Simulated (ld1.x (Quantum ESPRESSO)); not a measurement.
Configuration tests for cobalt (Co) (RRKJ)

```json
{
 "Element": "cobalt (Co)",
 "Generator": "ld1.x (Quantum ESPRESSO) 7.5",
 "Type": "norm-conserving RRKJ (Kleinman–Bylander form)",
 "Functional": "LDA (PZ)",
 "Relativity": "scalar-relativistic",
 "Frozen core": "[Ne] 3s2",
 "Valence charge": "15",
 "Reference configuration": "3p6 3d7 4s2 4p0",
 "Partial waves": "3p (bound): rc 1.25 bohr; 3d (bound): rc 1.06 bohr; 4s (bound): rc 1.60 bohr",
 "Local potential": "the s channel",
 "Core correction": "a·sin(br)/r model core, default radius (core density twice the valence density)",
 "rho0": "0.01"
}
```

Energies are relative to the spin-unpolarised reference configuration 3p6 3d7 4s2 4p0; without spin polarisation the order of configurations can differ from experiment. Spin-polarised rows fill each open shell by Hund’s rule, majority spin first.

```tsv
valence configuration	charge	ΔE all-electron (eV)	error AE − PS (meV)
3p6 3d7 4s1 4p0	+1	9.296	-3.3
3p6 3d7 4s0 4p0	+2	26.380	-27
3p6 3d6 4s0 4p0	+3	62.569	-284
3p6 3d7.5 4s1.5 4p0	0	-0.980	-46
3p6 3d7 4s0 4p2	0	9.145	-1543
3p6 3d8 4s0 4p0	+1	6.705	-256
3p6 3d7 4s1 4p0 (spin-polarised)	+1	6.717	+78
```

(1) What are ΔE and the potential's error for 3p5 3d7 4s2 4p0?

(2) What are ΔE and the potential's error for 3p6 3d7 4s2 4p0 (spin-polarised)?

Levels in the configuration 3p6 3d7 4s1 4p0 (spin-polarised):

| level | all-electron (eV) | pseudo (eV) |
| --- | --- | --- |
| 3p up | -75.580 | -75.583 |
| 3d up | -18.384 | -18.383 |
| 4s up | -13.675 | -13.677 |
| 3p down | -72.488 | -72.312 |
| 3d down | -15.464 | -15.350 |

Answers

(1) ΔE = 73.421 eV all-electron; the error (AE − PS) is -333 meV.

(2) ΔE = -1.983 eV all-electron; the error (AE − PS) is +87 meV.

These tests converged, but a pseudo level misses the all-electron one widely, so the file describes the atom poorly there or has found another state: 3p6 3d6 4s0 4p0: empty 4p by 2.9 eV.
